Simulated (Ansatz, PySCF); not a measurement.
Potential energy curve for GaH, singlet.

- UHF/aug-cc-pVQZ (Ansatz, a quantum-chemistry and plane-wave program)
- RHF/aug-cc-pVQZ (Ansatz)
- UKS-PBE0 = unrestricted PBE0/aug-cc-pVQZ in Ansatz
- RKS-PBE0 = restricted PBE0/aug-cc-pVQZ in Ansatz
- UKS-B3LYP = unrestricted B3LYP/aug-cc-pVQZ (Ansatz)
- RKS-B3LYP = restricted B3LYP/aug-cc-pVQZ (Ansatz)
- UKS-PBE = unrestricted PBE/aug-cc-pVQZ (Ansatz)
- RKS-PBE = restricted PBE/aug-cc-pVQZ run with Ansatz
- UKS-B3LYP/6-31G* = unrestricted B3LYP/6-31G*, spherical d (PySCF)
- RKS-B3LYP/6-31G* = restricted B3LYP/6-31G*, spherical d (PySCF)
- UKS-B3LYP/3-21G = unrestricted B3LYP/3-21G in PySCF 2.14.0
- RKS-B3LYP/3-21G = restricted B3LYP/3-21G (PySCF)

Scanned distances (Å): 1.27, 1.32, 1.43, 1.50, 1.59, 1.63, 1.68, 1.75, 1.81, 1.82, 1.95, 2.08, 2.28, 2.55, 2.75, 2.99, 3.35, 3.69, 4.13, 4.57, 4.93, 5.89, 6.64.

**Question.** Where does the unrestricted solution first break spin symmetry (<S²> of 0.01 or more)?

**Answer.** UHF: already at 1.27 Å; UKS-PBE0: between 2.75 and 2.99 Å; UKS-B3LYP: between 2.75 and 2.99 Å; UKS-PBE: between 2.99 and 3.35 Å; UKS-B3LYP/6-31G*: between 2.75 and 2.99 Å; UKS-B3LYP/3-21G: between 2.75 and 2.99 Å.

```json
[
 {"R / Å": "1.27", "<S²> UHF": "0.20", "E(RHF) − E(UHF) / kJ/mol": "1.9", "<S²> UKS-PBE0": "0.00", "E(RKS-PBE0) − E(UKS-PBE0) / kJ/mol": "0.0", "<S²> UKS-B3LYP": "0.00", "E(RKS-B3LYP) − E(UKS-B3LYP) / kJ/mol": "0.0", "<S²> UKS-PBE": "0.00", "E(RKS-PBE) − E(UKS-PBE) / kJ/mol": "0.0", "<S²> UKS-B3LYP/6-31G*": "0.00", "E(RKS-B3LYP/6-31G*) − E(UKS-B3LYP/6-31G*) / kJ/mol": "0.0", "<S²> UKS-B3LYP/3-21G": "0.00", "E(RKS-B3LYP/3-21G) − E(UKS-B3LYP/3-21G) / kJ/mol": "0.0"},
 {"R / Å": "1.32", "<S²> UHF": "0.17", "E(RHF) − E(UHF) / kJ/mol": "1.3", "<S²> UKS-PBE0": "0.00", "E(RKS-PBE0) − E(UKS-PBE0) / kJ/mol": "0.0", "<S²> UKS-B3LYP": "0.00", "E(RKS-B3LYP) − E(UKS-B3LYP) / kJ/mol": "0.0", "<S²> UKS-PBE": "0.00", "E(RKS-PBE) − E(UKS-PBE) / kJ/mol": "0.0", "<S²> UKS-B3LYP/6-31G*": "0.00", "E(RKS-B3LYP/6-31G*) − E(UKS-B3LYP/6-31G*) / kJ/mol": "0.0", "<S²> UKS-B3LYP/3-21G": "0.00", "E(RKS-B3LYP/3-21G) − E(UKS-B3LYP/3-21G) / kJ/mol": "0.0"},
 {"R / Å": "1.43", "<S²> UHF": "0.10", "E(RHF) − E(UHF) / kJ/mol": "0.5", "<S²> UKS-PBE0": "0.00", "E(RKS-PBE0) − E(UKS-PBE0) / kJ/mol": "0.0", "<S²> UKS-B3LYP": "0.00", "E(RKS-B3LYP) − E(UKS-B3LYP) / kJ/mol": "0.0", "<S²> UKS-PBE": "0.00", "E(RKS-PBE) − E(UKS-PBE) / kJ/mol": "0.0", "<S²> UKS-B3LYP/6-31G*": "0.00", "E(RKS-B3LYP/6-31G*) − E(UKS-B3LYP/6-31G*) / kJ/mol": "0.0", "<S²> UKS-B3LYP/3-21G": "0.00", "E(RKS-B3LYP/3-21G) − E(UKS-B3LYP/3-21G) / kJ/mol": "0.0"},
 {"R / Å": "1.50", "<S²> UHF": "0.06", "E(RHF) − E(UHF) / kJ/mol": "0.2", "<S²> UKS-PBE0": "0.00", "E(RKS-PBE0) − E(UKS-PBE0) / kJ/mol": "0.0", "<S²> UKS-B3LYP": "0.00", "E(RKS-B3LYP) − E(UKS-B3LYP) / kJ/mol": "0.0", "<S²> UKS-PBE": "0.00", "E(RKS-PBE) − E(UKS-PBE) / kJ/mol": "0.0", "<S²> UKS-B3LYP/6-31G*": "0.00", "E(RKS-B3LYP/6-31G*) − E(UKS-B3LYP/6-31G*) / kJ/mol": "0.0", "<S²> UKS-B3LYP/3-21G": "0.00", "E(RKS-B3LYP/3-21G) − E(UKS-B3LYP/3-21G) / kJ/mol": "0.0"},
 {"R / Å": "1.59", "<S²> UHF": "0.00", "E(RHF) − E(UHF) / kJ/mol": "0.0", "<S²> UKS-PBE0": "0.00", "E(RKS-PBE0) − E(UKS-PBE0) / kJ/mol": "0.0", "<S²> UKS-B3LYP": "0.00", "E(RKS-B3LYP) − E(UKS-B3LYP) / kJ/mol": "0.0", "<S²> UKS-PBE": "0.00", "E(RKS-PBE) − E(UKS-PBE) / kJ/mol": "0.0", "<S²> UKS-B3LYP/6-31G*": "0.00", "E(RKS-B3LYP/6-31G*) − E(UKS-B3LYP/6-31G*) / kJ/mol": "0.0", "<S²> UKS-B3LYP/3-21G": "0.00", "E(RKS-B3LYP/3-21G) − E(UKS-B3LYP/3-21G) / kJ/mol": "0.0"},
 {"R / Å": "1.63", "<S²> UHF": "0.00", "E(RHF) − E(UHF) / kJ/mol": "0.0", "<S²> UKS-PBE0": "0.00", "E(RKS-PBE0) − E(UKS-PBE0) / kJ/mol": "0.0", "<S²> UKS-B3LYP": "0.00", "E(RKS-B3LYP) − E(UKS-B3LYP) / kJ/mol": "0.0", "<S²> UKS-PBE": "0.00", "E(RKS-PBE) − E(UKS-PBE) / kJ/mol": "0.0", "<S²> UKS-B3LYP/6-31G*": "0.00", "E(RKS-B3LYP/6-31G*) − E(UKS-B3LYP/6-31G*) / kJ/mol": "0.0", "<S²> UKS-B3LYP/3-21G": "0.00", "E(RKS-B3LYP/3-21G) − E(UKS-B3LYP/3-21G) / kJ/mol": "0.0"},
 {"R / Å": "1.68", "<S²> UHF": "0.00", "E(RHF) − E(UHF) / kJ/mol": "0.0", "<S²> UKS-PBE0": "0.00", "E(RKS-PBE0) − E(UKS-PBE0) / kJ/mol": "0.0", "<S²> UKS-B3LYP": "0.00", "E(RKS-B3LYP) − E(UKS-B3LYP) / kJ/mol": "0.0", "<S²> UKS-PBE": "0.00", "E(RKS-PBE) − E(UKS-PBE) / kJ/mol": "0.0", "<S²> UKS-B3LYP/6-31G*": "0.00", "E(RKS-B3LYP/6-31G*) − E(UKS-B3LYP/6-31G*) / kJ/mol": "0.0", "<S²> UKS-B3LYP/3-21G": "0.00", "E(RKS-B3LYP/3-21G) − E(UKS-B3LYP/3-21G) / kJ/mol": "0.0"},
 {"R / Å": "1.75", "<S²> UHF": "0.00", "E(RHF) − E(UHF) / kJ/mol": "0.0", "<S²> UKS-PBE0": "0.00", "E(RKS-PBE0) − E(UKS-PBE0) / kJ/mol": "0.0", "<S²> UKS-B3LYP": "0.00", "E(RKS-B3LYP) − E(UKS-B3LYP) / kJ/mol": "0.0", "<S²> UKS-PBE": "0.00", "E(RKS-PBE) − E(UKS-PBE) / kJ/mol": "0.0", "<S²> UKS-B3LYP/6-31G*": "0.00", "E(RKS-B3LYP/6-31G*) − E(UKS-B3LYP/6-31G*) / kJ/mol": "0.0", "<S²> UKS-B3LYP/3-21G": "0.00", "E(RKS-B3LYP/3-21G) − E(UKS-B3LYP/3-21G) / kJ/mol": "0.0"},
 {"R / Å": "1.81", "<S²> UHF": "0.00", "E(RHF) − E(UHF) / kJ/mol": "0.0", "<S²> UKS-PBE0": "0.00", "E(RKS-PBE0) − E(UKS-PBE0) / kJ/mol": "0.0", "<S²> UKS-B3LYP": "0.00", "E(RKS-B3LYP) − E(UKS-B3LYP) / kJ/mol": "0.0", "<S²> UKS-PBE": "0.00", "E(RKS-PBE) − E(UKS-PBE) / kJ/mol": "0.0", "<S²> UKS-B3LYP/6-31G*": "0.00", "E(RKS-B3LYP/6-31G*) − E(UKS-B3LYP/6-31G*) / kJ/mol": "0.0", "<S²> UKS-B3LYP/3-21G": "0.00", "E(RKS-B3LYP/3-21G) − E(UKS-B3LYP/3-21G) / kJ/mol": "0.0"},
 {"R / Å": "1.82", "<S²> UHF": "0.00", "E(RHF) − E(UHF) / kJ/mol": "0.0", "<S²> UKS-PBE0": "0.00", "E(RKS-PBE0) − E(UKS-PBE0) / kJ/mol": "0.0", "<S²> UKS-B3LYP": "0.00", "E(RKS-B3LYP) − E(UKS-B3LYP) / kJ/mol": "0.0", "<S²> UKS-PBE": "0.00", "E(RKS-PBE) − E(UKS-PBE) / kJ/mol": "0.0", "<S²> UKS-B3LYP/6-31G*": "0.00", "E(RKS-B3LYP/6-31G*) − E(UKS-B3LYP/6-31G*) / kJ/mol": "0.0", "<S²> UKS-B3LYP/3-21G": "0.00", "E(RKS-B3LYP/3-21G) − E(UKS-B3LYP/3-21G) / kJ/mol": "0.0"},
 {"R / Å": "1.95", "<S²> UHF": "0.00", "E(RHF) − E(UHF) / kJ/mol": "0.0", "<S²> UKS-PBE0": "0.00", "E(RKS-PBE0) − E(UKS-PBE0) / kJ/mol": "0.0", "<S²> UKS-B3LYP": "0.00", "E(RKS-B3LYP) − E(UKS-B3LYP) / kJ/mol": "0.0", "<S²> UKS-PBE": "0.00", "E(RKS-PBE) − E(UKS-PBE) / kJ/mol": "0.0", "<S²> UKS-B3LYP/6-31G*": "0.00", "E(RKS-B3LYP/6-31G*) − E(UKS-B3LYP/6-31G*) / kJ/mol": "0.0", "<S²> UKS-B3LYP/3-21G": "0.00", "E(RKS-B3LYP/3-21G) − E(UKS-B3LYP/3-21G) / kJ/mol": "0.0"},
 {"R / Å": "2.08", "<S²> UHF": "0.00", "E(RHF) − E(UHF) / kJ/mol": "0.0", "<S²> UKS-PBE0": "0.00", "E(RKS-PBE0) − E(UKS-PBE0) / kJ/mol": "0.0", "<S²> UKS-B3LYP": "0.00", "E(RKS-B3LYP) − E(UKS-B3LYP) / kJ/mol": "0.0", "<S²> UKS-PBE": "0.00", "E(RKS-PBE) − E(UKS-PBE) / kJ/mol": "0.0", "<S²> UKS-B3LYP/6-31G*": "0.00", "E(RKS-B3LYP/6-31G*) − E(UKS-B3LYP/6-31G*) / kJ/mol": "0.0", "<S²> UKS-B3LYP/3-21G": "0.00", "E(RKS-B3LYP/3-21G) − E(UKS-B3LYP/3-21G) / kJ/mol": "0.0"},
 {"R / Å": "2.28", "<S²> UHF": "0.00", "E(RHF) − E(UHF) / kJ/mol": "0.0", "<S²> UKS-PBE0": "0.00", "E(RKS-PBE0) − E(UKS-PBE0) / kJ/mol": "0.0", "<S²> UKS-B3LYP": "0.00", "E(RKS-B3LYP) − E(UKS-B3LYP) / kJ/mol": "0.0", "<S²> UKS-PBE": "0.00", "E(RKS-PBE) − E(UKS-PBE) / kJ/mol": "0.0", "<S²> UKS-B3LYP/6-31G*": "0.00", "E(RKS-B3LYP/6-31G*) − E(UKS-B3LYP/6-31G*) / kJ/mol": "0.0", "<S²> UKS-B3LYP/3-21G": "0.00", "E(RKS-B3LYP/3-21G) − E(UKS-B3LYP/3-21G) / kJ/mol": "0.0"},
 {"R / Å": "2.55", "<S²> UHF": "0.35", "E(RHF) − E(UHF) / kJ/mol": "6.8", "<S²> UKS-PBE0": "0.00", "E(RKS-PBE0) − E(UKS-PBE0) / kJ/mol": "0.0", "<S²> UKS-B3LYP": "0.00", "E(RKS-B3LYP) − E(UKS-B3LYP) / kJ/mol": "0.0", "<S²> UKS-PBE": "0.00", "E(RKS-PBE) − E(UKS-PBE) / kJ/mol": "0.0", "<S²> UKS-B3LYP/6-31G*": "0.00", "E(RKS-B3LYP/6-31G*) − E(UKS-B3LYP/6-31G*) / kJ/mol": "0.0", "<S²> UKS-B3LYP/3-21G": "0.00", "E(RKS-B3LYP/3-21G) − E(UKS-B3LYP/3-21G) / kJ/mol": "0.0"},
 {"R / Å": "2.75", "<S²> UHF": "0.58", "E(RHF) − E(UHF) / kJ/mol": "23.3", "<S²> UKS-PBE0": "0.00", "E(RKS-PBE0) − E(UKS-PBE0) / kJ/mol": "0.0", "<S²> UKS-B3LYP": "0.00", "E(RKS-B3LYP) − E(UKS-B3LYP) / kJ/mol": "0.0", "<S²> UKS-PBE": "0.00", "E(RKS-PBE) − E(UKS-PBE) / kJ/mol": "0.0", "<S²> UKS-B3LYP/6-31G*": "0.00", "E(RKS-B3LYP/6-31G*) − E(UKS-B3LYP/6-31G*) / kJ/mol": "0.0", "<S²> UKS-B3LYP/3-21G": "0.00", "E(RKS-B3LYP/3-21G) − E(UKS-B3LYP/3-21G) / kJ/mol": "0.0"},
 {"R / Å": "2.99", "<S²> UHF": "0.75", "E(RHF) − E(UHF) / kJ/mol": "49.4", "<S²> UKS-PBE0": "0.24", "E(RKS-PBE0) − E(UKS-PBE0) / kJ/mol": "2.4", "<S²> UKS-B3LYP": "0.13", "E(RKS-B3LYP) − E(UKS-B3LYP) / kJ/mol": "0.8", "<S²> UKS-PBE": "0.00", "E(RKS-PBE) − E(UKS-PBE) / kJ/mol": "0.0", "<S²> UKS-B3LYP/6-31G*": "0.22", "E(RKS-B3LYP/6-31G*) − E(UKS-B3LYP/6-31G*) / kJ/mol": "2.5", "<S²> UKS-B3LYP/3-21G": "0.15", "E(RKS-B3LYP/3-21G) − E(UKS-B3LYP/3-21G) / kJ/mol": "1.2"},
 {"R / Å": "3.35", "<S²> UHF": "0.89", "E(RHF) − E(UHF) / kJ/mol": "92.3", "<S²> UKS-PBE0": "0.56", "E(RKS-PBE0) − E(UKS-PBE0) / kJ/mol": "17.6", "<S²> UKS-B3LYP": "0.44", "E(RKS-B3LYP) − E(UKS-B3LYP) / kJ/mol": "11.3", "<S²> UKS-PBE": "0.33", "E(RKS-PBE) − E(UKS-PBE) / kJ/mol": "3.8", "<S²> UKS-B3LYP/6-31G*": "0.53", "E(RKS-B3LYP/6-31G*) − E(UKS-B3LYP/6-31G*) / kJ/mol": "17.5", "<S²> UKS-B3LYP/3-21G": "0.49", "E(RKS-B3LYP/3-21G) − E(UKS-B3LYP/3-21G) / kJ/mol": "14.6"},
 {"R / Å": "3.69", "<S²> UHF": "0.95", "E(RHF) − E(UHF) / kJ/mol": "131.4", "<S²> UKS-PBE0": "0.73", "E(RKS-PBE0) − E(UKS-PBE0) / kJ/mol": "36.4", "<S²> UKS-B3LYP": "0.62", "E(RKS-B3LYP) − E(UKS-B3LYP) / kJ/mol": "25.5", "<S²> UKS-PBE": "0.56", "E(RKS-PBE) − E(UKS-PBE) / kJ/mol": "14.1", "<S²> UKS-B3LYP/6-31G*": "0.69", "E(RKS-B3LYP/6-31G*) − E(UKS-B3LYP/6-31G*) / kJ/mol": "35.9", "<S²> UKS-B3LYP/3-21G": "0.67", "E(RKS-B3LYP/3-21G) − E(UKS-B3LYP/3-21G) / kJ/mol": "33.3"},
 {"R / Å": "4.13", "<S²> UHF": "0.99", "E(RHF) − E(UHF) / kJ/mol": "176.1", "<S²> UKS-PBE0": "0.88", "E(RKS-PBE0) − E(UKS-PBE0) / kJ/mol": "60.9", "<S²> UKS-B3LYP": "0.75", "E(RKS-B3LYP) − E(UKS-B3LYP) / kJ/mol": "43.7", "<S²> UKS-PBE": "0.72", "E(RKS-PBE) − E(UKS-PBE) / kJ/mol": "28.6", "<S²> UKS-B3LYP/6-31G*": "0.82", "E(RKS-B3LYP/6-31G*) − E(UKS-B3LYP/6-31G*) / kJ/mol": "59.3", "<S²> UKS-B3LYP/3-21G": "0.82", "E(RKS-B3LYP/3-21G) − E(UKS-B3LYP/3-21G) / kJ/mol": "58.1"},
 {"R / Å": "4.57", "<S²> UHF": "1.00", "E(RHF) − E(UHF) / kJ/mol": "213.5", "<S²> UKS-PBE0": "0.97", "E(RKS-PBE0) − E(UKS-PBE0) / kJ/mol": "83.0", "<S²> UKS-B3LYP": "0.83", "E(RKS-B3LYP) − E(UKS-B3LYP) / kJ/mol": "59.3", "<S²> UKS-PBE": "0.81", "E(RKS-PBE) − E(UKS-PBE) / kJ/mol": "41.1", "<S²> UKS-B3LYP/6-31G*": "0.90", "E(RKS-B3LYP/6-31G*) − E(UKS-B3LYP/6-31G*) / kJ/mol": "79.5", "<S²> UKS-B3LYP/3-21G": "0.90", "E(RKS-B3LYP/3-21G) − E(UKS-B3LYP/3-21G) / kJ/mol": "80.1"},
 {"R / Å": "4.93", "<S²> UHF": "1.01", "E(RHF) − E(UHF) / kJ/mol": "239.0", "<S²> UKS-PBE0": "0.99", "E(RKS-PBE0) − E(UKS-PBE0) / kJ/mol": "98.4", "<S²> UKS-B3LYP": "0.87", "E(RKS-B3LYP) − E(UKS-B3LYP) / kJ/mol": "69.7", "<S²> UKS-PBE": "0.87", "E(RKS-PBE) − E(UKS-PBE) / kJ/mol": "49.3", "<S²> UKS-B3LYP/6-31G*": "0.94", "E(RKS-B3LYP/6-31G*) − E(UKS-B3LYP/6-31G*) / kJ/mol": "93.3", "<S²> UKS-B3LYP/3-21G": "0.95", "E(RKS-B3LYP/3-21G) − E(UKS-B3LYP/3-21G) / kJ/mol": "95.2"},
 {"R / Å": "5.89", "<S²> UHF": "1.01", "E(RHF) − E(UHF) / kJ/mol": "289.7", "<S²> UKS-PBE0": "1.00", "E(RKS-PBE0) − E(UKS-PBE0) / kJ/mol": "126.2", "<S²> UKS-B3LYP": "0.95", "E(RKS-B3LYP) − E(UKS-B3LYP) / kJ/mol": "89.2", "<S²> UKS-PBE": "1.00", "E(RKS-PBE) − E(UKS-PBE) / kJ/mol": "66.3", "<S²> UKS-B3LYP/6-31G*": "1.00", "E(RKS-B3LYP/6-31G*) − E(UKS-B3LYP/6-31G*) / kJ/mol": "118.9", "<S²> UKS-B3LYP/3-21G": "1.00", "E(RKS-B3LYP/3-21G) − E(UKS-B3LYP/3-21G) / kJ/mol": "123.2"},
 {"R / Å": "6.64", "<S²> UHF": "1.01", "E(RHF) − E(UHF) / kJ/mol": "316.6", "<S²> UKS-PBE0": "1.00", "E(RKS-PBE0) − E(UKS-PBE0) / kJ/mol": "138.4", "<S²> UKS-B3LYP": "1.00", "E(RKS-B3LYP) − E(UKS-B3LYP) / kJ/mol": "99.0", "<S²> UKS-PBE": "1.00", "E(RKS-PBE) − E(UKS-PBE) / kJ/mol": "73.7", "<S²> UKS-B3LYP/6-31G*": "1.00", "E(RKS-B3LYP/6-31G*) − E(UKS-B3LYP/6-31G*) / kJ/mol": "129.7", "<S²> UKS-B3LYP/3-21G": "1.00", "E(RKS-B3LYP/3-21G) − E(UKS-B3LYP/3-21G) / kJ/mol": "134.3"}
]
```
